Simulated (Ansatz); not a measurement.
Species: CH4BF, charge 0, singlet. CH4BF (SMILES CBF).
B3LYP-D3(BJ)/def2-TZVP minimum from Ansatz (a program for electronic structure):
```xyz
7

B     -0.2337    -0.4408     0.1485
H     -0.9125    -1.3986     0.3819
F      0.9540    -0.4083     0.7491
C     -0.6749     0.7162    -0.7924
H     -1.6141     1.1502    -0.4317
H     -0.9062     0.3183    -1.7867
H      0.0651     1.5108    -0.8935
```
Charge 0, spin multiplicity 1.

Total energies in hartree (Ansatz). Open shells are spin-unrestricted; no spin-orbit coupling. Cores are frozen in correlated methods. No relativity. Where a partner has so few electrons that a lower coupled-cluster level is exact, that level stands in.

```tsv
species	HF/cc-pVTZ	CCSD(T)/cc-pVTZ	HF/cc-pVQZ	CCSD(T)/cc-pVQZ	CCSD(T)/cc-pVDZ	CCSDT(Q)/cc-pVDZ
1: CH4BF (SMILES FBC)	-164.44249	-165.01626	-164.45491	-165.06705	-164.84177	-164.84321
2: B (doublet)	-24.53207	-24.59810	-24.53297	-24.60084	-24.58941	-24.58977
3: H (doublet)	-0.49981	-0.49981	-0.49995	-0.49995	-0.49928	-0.49928
4: F (doublet)	-99.40552	-99.62036	-99.41377	-99.65026	-99.52757	-99.52776
5: C (triplet)	-37.69157	-37.78076	-37.69331	-37.78654	-37.76038	-37.76071
```

Question: Work out the atomisation energy (electronic, to ground-state atoms) in kcal/mol: take Hartree-Fock from cc-pVQZ, extrapolate the CCSD(T) correlation energy as X^-3 (X = 3, 4), and add CCSDT(Q) - CCSD(T) in cc-pVDZ. 1 hartree = 627.51 kcal/mol.

Answer: 
Species 1: correlation (64·(-0.61214) - 27·(-0.57377))/37 = -0.64014; step -0.00144; E1 = -164.45491 + (-0.64014) + (-0.00144) = -165.09649
Species 2: correlation (64·(-0.06787) - 27·(-0.06603))/37 = -0.06921; step -0.00036; E2 = -24.53297 + (-0.06921) + (-0.00036) = -24.60254
Species 3: correlation (64·(0.00000) - 27·(0.00000))/37 = 0.00000; step +0.00000; E3 = -0.49995 + (0.00000) + (+0.00000) = -0.49995
Species 4: correlation (64·(-0.23649) - 27·(-0.21484))/37 = -0.25229; step -0.00019; E4 = -99.41377 + (-0.25229) + (-0.00019) = -99.66625
Species 5: correlation (64·(-0.09323) - 27·(-0.08919))/37 = -0.09618; step -0.00033; E5 = -37.69331 + (-0.09618) + (-0.00033) = -37.78982
-1·E1 +1·E2 +4·E3 +1·E4 +1·E5 = 1.03808 hartree = 651.4 kcal/mol.
